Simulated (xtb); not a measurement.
CH5N2S, SMILES NC([NH3+])=S, charge +1. All values are semi-empirical tight-binding results from xtb (GFN2-xTB unless named), good for trends rather than for accurate numbers. Coordinates come from a GFN2-xTB optimisation. The isomer is the one that the SMILES or the coordinates give; other isomers of the formula were not compared. Other conformers were not sampled.

Computed properties:
| Quantity | Result |
|---|---|
| point group as xtb finds it | Cs |
| orbital gap | 2.39 eV |
| zero-point energy | 42.9 kcal/mol |
| G − E(el) at 298.15 K (modified RRHO) | 25.1 kcal/mol |
| static polarisability (D4 model) | 50.4 bohr³ |
| solvation energy, GFN2-xTB/ALPB(water) | -79.3 kcal/mol |
| solvation energy, GFN2-xTB/ALPB(acetonitrile) | -68.1 kcal/mol |
